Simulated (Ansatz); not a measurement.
`[F][In]([F])[I]` + HCl → `[F][In]([F])[Cl]` + HI  (ligand exchange at the In–I bond)

Gas-phase electronic energies from Ansatz, PBE0-D4/def2-TZVP geometries. CCSD(T)/CBS is the MP2 limit (def2-TZVPP, def2-QZVPP) plus CCSD(T) − MP2 in def2-TZVPP, frozen cores. This one scheme is used for every species. Functionals use def2-TZVPP. HSE06 is defined as in plane-wave codes. Elements past krypton have def2 core potentials. For I, In outer-core shells are correlated without core-valence functions, which leaves a few kJ/mol of doubt a bond.

`[F][In]([F])[I]`:

Z-matrix (Å, degrees):
```
In
F 1 1.928
I 1 2.598 2 124.0
F 1 1.928 2 112.0 3 180.0
```

HCl:

Cartesian coordinates in Å:
```
Cl -0.528 -0.088 0.350
H 0.528 0.088 -0.350
```

`[F][In]([F])[Cl]`:

```xyz
4

F    -0.242    0.490   -1.873
In   -0.013   -0.033   -0.037
F    -0.307   -1.901    0.312
Cl    0.562    1.444    1.597
```

HI:

Cartesian coordinates in Å:
```
I -0.269 0.007 0.759
H 0.269 -0.007 -0.759
```

Question: Is it downhill or uphill in electronic energy at CCSD(T)/CBS, and by how much? (Estimate.)

Answer: Computed: Uphill: ΔE = +42.6 kJ/mol.

Question: What do these levels give: r2SCAN-D4, HSE06-D4, B2PLYP, PBE, MP2/def2-SVP, SCS-MP2/def2-QZVPP? (Estimate.)

Answer: Computed: r2SCAN-D4 37.8, HSE06-D4 40.2, B2PLYP 37.3, PBE 37.9, MP2/def2-SVP 37.6, SCS-MP2/def2-QZVPP 41.1 kJ/mol.

Largest T1 diagnostic among the species: 0.016.

Leaving LDA and LC-ωPBE aside and taking each functional with its dispersion term where it has one, the values, not all of them listed here, spread over 10.5 kJ/mol, from B97M-V to HSE06-D4. At CCSD(T), def2-SVP lies −7.2 kJ/mol from the extrapolated value and def2-TZVPP −7.2 kJ/mol.
